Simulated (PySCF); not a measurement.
Compound: C₉H₉FO.
Geometry (PBE0-D3(BJ)/def2-SVP, Å), atoms numbered from 1 in this order:
```
atom  x, y, z in Å
C1     2.7765    0.2227    0.3699
C2     1.7592   -0.1807   -0.6620
O3     2.0677   -0.5990   -1.7578
C4     0.3371   -0.0400   -0.2873
C5    -0.7466    0.5547   -1.1861
C6    -1.4007    1.2232    0.0345
C7    -1.7306    0.0380    0.9462
C8    -1.7881   -1.2447    0.1525
C9    -0.7566   -0.9073   -0.8978
C10   -0.3563    0.6195    0.9165
F11    0.2928    1.1186    1.9800
H12    3.7872    0.0791   -0.0308
H13    2.6261    1.2731    0.6629
H14    2.6425   -0.3736    1.2863
H15   -0.5678    0.9955   -2.1672
H16   -1.9173    2.1819    0.0706
H17   -2.3575    0.2319    1.8192
H18   -2.7805   -1.4252   -0.2907
H19   -1.5022   -2.1232    0.7522
H20   -0.4377   -1.6052   -1.6749
```

The closed-shell ground state was solved at several levels (PySCF, density fitting, gas phase, non-relativistic).

```json
{"level": "CAM-B3LYP/def2-SVPD", "basis functions": "298", "HOMO (eV)": "-8.37", "LUMO (eV)": "0.55", "gap (eV)": "8.92", "dipole (D)": "2.82"}
{"level": "PBE0/pcSseg-1", "basis functions": "232", "HOMO (eV)": "-6.94", "LUMO (eV)": "-0.47", "gap (eV)": "6.47", "dipole (D)": "2.69"}
```

**Question.** Estimate the row for B3LYP/pcJ-1, a basis of 387 functions; the other rows only guide the guess.

**Answer.** HOMO -6.72 eV, LUMO -0.69 eV, gap 6.03 eV, dipole 2.72 D.

**Question.** Over all these levels, which gives the widest orbital gap and which the narrowest?

**Answer.** CAM-B3LYP/def2-SVPD (range-separated hybrid) has the widest, 8.92 eV, and B3LYP/pcJ-1 (global hybrid, 20 % exact exchange) the narrowest, 6.03 eV. Functional and basis both differ between the two, so the spread mixes both effects.

**Question.** How far do the dipole and the HOMO energy spread over the levels?

**Answer.** The dipole runs from 2.69 to 2.82 D (mean 2.74 D) and the HOMO from -8.37 to -6.72 eV.

One conformer stands for the species.
